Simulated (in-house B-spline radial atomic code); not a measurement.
Ionisation energies with and without relativity, with size and susceptibility from the Dirac run. Dirac energy differences include first-order Breit, QED and recoil terms. NIST's values go from ground level to ground level; the uncertainty of those that are theory runs from under 0.1 % in few-electron ions to several per cent in heavy many-electron ones. Computed with a radial B-spline atomic code at the basis-set limit: non-relativistic Hartree-Fock and Dirac-Hartree-Fock, averages of the configuration (point nuclei without relativity, finite nuclei with it).

| ion | configuration | configuration after | ionisation non-relativistic (eV) | ionisation Dirac Breit and QED (eV) | tabulated value (eV) | radius at density 0.001 (bohr) | diamagnetic susceptibility (10⁻⁶ cm³/mol) |
| --- | --- | --- | --- | --- | --- | --- | --- |
| P6+ | [He] 2s2 2p5 | [He] 2s2 2p4 | 265.18 | 265.23 | 263.57 | 1.537 | -1.5173 |
| S6+ | [He] 2s2 2p6 | [He] 2s2 2p5 | 279.74 | 279.79 | 280.954 | 1.502 | -1.5514 |
| Cl6+ | [Ne] 3s1 | [He] 2s2 2p6 | 113.36 | 113.69 | 114.2013 | 2.35 | -2.7889 |
| Ar6+ | [Ne] 3s2 | [Ne] 3s1 | ? | ? | ? | ? | ? |
| K6+ | [Ne] 3s2 3p1 | [Ne] 3s2 | 116.65 | 116.71 | 117.56 | 2.41 | -4.468 |
| Ca6+ | [Ne] 3s2 3p2 | [Ne] 3s2 3p1 | ? | ? | ? | ? | ? |
| Sc6+ | [Ne] 3s2 3p3 | [Ne] 3s2 3p2 | 133.35 | 133.44 | 137.99 | 2.34 | -5.4267 |
| Ti6+ | [Ne] 3s2 3p4 | [Ne] 3s2 3p3 | 141.87 | 141.98 | 140.68 | 2.292 | -5.7179 |
| V6+ | [Ne] 3s2 3p5 | [Ne] 3s2 3p4 | ? | ? | ? | ? | ? |
| Cr6+ | [Ne] 3s2 3p6 | [Ne] 3s2 3p5 | 159.26 | 159.43 | 160.29 | 2.192 | -6.0651 |

Problem. Fill in the row of Ar6+.

Solution. ionisation non-relativistic (eV): 121.86; ionisation Dirac Breit and QED (eV): 122.26; tabulated value (eV): 124.41; radius at density 0.001 (bohr): 2.398; diamagnetic susceptibility (10⁻⁶ cm³/mol): -3.7089.

Problem. Fill in the row of Ca6+.

Solution. ionisation non-relativistic (eV): 124.94; ionisation Dirac Breit and QED (eV): 125.02; tabulated value (eV): 127.21; radius at density 0.001 (bohr): 2.382; diamagnetic susceptibility (10⁻⁶ cm³/mol): -5.0227.

Problem. Fill in the row of V6+.

Solution. ionisation non-relativistic (eV): 150.50; ionisation Dirac Breit and QED (eV): 150.65; tabulated value (eV): 150.72; radius at density 0.001 (bohr): 2.242; diamagnetic susceptibility (10⁻⁶ cm³/mol): -5.924.
